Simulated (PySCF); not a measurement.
1,1,2-trichloroprop-1-ene (C3H3Cl3), SMILES CC(Cl)=C(Cl)Cl.

Geometry optimised at PBE-D3(BJ)/def2-SVP.

The numbers are results of ωB97X/def2-TZVP in PySCF, not measurements.

Symmetry labels are those of the subgroup Cs that the program uses (full group Cs).

Computed valence orbital energies around the gap with their symmetry:
| orbital | symmetry | energy (eV) |
|---|---|---|
| HOMO−7 | A" | -14.04 |
| HOMO−6 | A' | -13.80 |
| HOMO−5 | A" | -12.55 |
| HOMO−4 | A' | -12.46 |
| HOMO−3 | A' | -12.09 |
| HOMO−2 | A" | -12.05 |
| HOMO−1 | A' | -11.21 |
| HOMO | A" | -9.37 |
| LUMO | A" | 1.41 |
| LUMO+1 | A' | 2.24 |
| LUMO+2 | A' | 2.44 |
| LUMO+3 | A' | 3.39 |
